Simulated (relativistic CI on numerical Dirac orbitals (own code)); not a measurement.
# V2+: resonant inelastic scattering at the M2,3 edge

Computed with this model: Dirac-Coulomb-Breit CI, KLI orbitals optimised for each configuration, QED by a radiative potential, valence Slater integrals scaled by 0.8, Kramers-Heisenberg scattering through one core-hole configuration in a parametric crystal field; configurations [Ar] 3d3 → [Ne] 3s2 3p5 3d4; 80 K; core-hole width 0.48 eV; summed over polarisations. Incident energies are the highest absorption maxima for each field (at most a few, so the weaker spin-orbit partner edge can be absent), on the computed scale of the free ion. Intensities are in per cent of the strongest line above 0.02 eV; levels within 1 cm⁻¹ are merged; final levels count from the ground level, the first row holds all elastic scattering, lines under 0.4 are left out and each table stops after 24 rows. The scale of the Slater integrals is a model choice and moves the terms in proportion.

Field parameters in Wybourne normalisation: D4h B²₀ = −7Ds, B⁴₀ = 21(Dq − Dt), B⁴₄ = 21√(5/14) Dq; Td as Oh with Dq negative (B⁴₀ = 21Dq, B⁴₄ = √(5/14) B⁴₀). The field is a parameter set, without covalency.

S is read from ⟨S²⟩ = S(S + 1).

Td, 10Dq = -3700 cm⁻¹:

```csv
Final level (eV),Degeneracy,Irrep,S,44.6 eV,48.2 eV,52.9 eV
0.000,4,Γ8,1.50,75.1,159.2,214.8
0.002,2,Γ7,1.50,10.7,8.8,30.3
0.024,4,Γ8,1.50,9.3,25.6,85.7
0.038,2,Γ6,1.50,1.2,12.2,48.6
0.395,2,Γ7,1.50,6.5,30.0,44.8
0.398,4,Γ8,1.50,11.0,55.9,100.0
0.407,2,Γ6,1.50,3.2,9.8,31.8
0.408,4,Γ8,1.50,4.7,31.3,48.4
0.862,4,Γ8,1.50,1.0,76.1,23.0
1.743,2,Γ6,1.49,0.3,1.8,12.8
1.751,4,Γ8,1.49,0.5,2.4,28.9
1.772,2,Γ7,1.50,0.4,2.0,8.6
1.772,4,Γ8,1.50,0.7,3.3,33.1
```

D4h, 10Dq = 12050, Ds = -390, Dt = 30 cm⁻¹:

| Final level (eV) | Degeneracy | Irrep | S | 44.5 eV | 50 eV | 54.2 eV |
| --- | --- | --- | --- | --- | --- | --- |
| 0.000 | 4 | Γ6+Γ7 | 1.50 | 63.8 | 88.6 | 111.9 |
| 1.452 | 2 | Γ7 | 1.50 | 5.8 | 8.2 | 56.0 |
| 1.454 | 4 | Γ6+Γ7 | 1.50 | 10.5 | 25.9 | 100.0 |
| 1.456 | 2 | Γ6 | 1.50 | 5.1 | 11.7 | 42.4 |
| 1.493 | 2 | Γ7 | 1.49 | 4.7 | 9.3 | 51.8 |
| 1.495 | 2 | Γ6 | 1.50 | 4.4 | 8.9 | 48.3 |
| 1.712 | 2 | Γ7 | 0.52 | 0.0 | 0.4 | 0.7 |
| 1.781 | 2 | Γ6 | 0.51 | 0.0 | 0.6 | 0.1 |
| 1.785 | 2 | Γ7 | 0.50 | 0.0 | 0.8 | 0.1 |
| 1.815 | 2 | Γ6 | 0.50 | 0.0 | 0.8 | 0.1 |
| 2.211 | 2 | Γ7 | 1.50 | 0.4 | 12.2 | 73.3 |
| 2.217 | 2 | Γ7 | 1.50 | 0.4 | 13.0 | 63.2 |
| 2.223 | 2 | Γ6 | 1.50 | 0.3 | 14.8 | 55.5 |
| 2.229 | 2 | Γ6 | 1.50 | 0.2 | 14.7 | 50.4 |
| 2.374 | 2 | Γ7 | 1.49 | 0.3 | 15.9 | 65.8 |
| 2.375 | 2 | Γ6 | 1.49 | 0.3 | 15.4 | 71.1 |
| 2.500 | 2 | Γ7 | 0.52 | 0.1 | 0.4 | 1.2 |
| 2.504 | 2 | Γ6 | 0.51 | 0.1 | 0.2 | 0.7 |
| 2.517 | 2 | Γ7 | 0.51 | 0.1 | 0.3 | 0.7 |
| 2.899 | 2 | Γ6 | 0.50 | 0.1 | 0.7 | 0.1 |
| 3.276 | 2 | Γ7 | 0.51 | 0.0 | 0.5 | 0.1 |
| 3.310 | 2 | Γ6 | 0.51 | 0.0 | 0.4 | 0.0 |
| 3.516 | 2 | Γ7 | 0.56 | 0.0 | 1.6 | 0.0 |
| 3.561 | 2 | Γ7 | 1.49 | 0.6 | 20.2 | 9.8 |

For the first field the strongest loss at the lowest incident energy is the level at 0.40 eV (S = 1.50, against 1.50 in the thermal ground state).
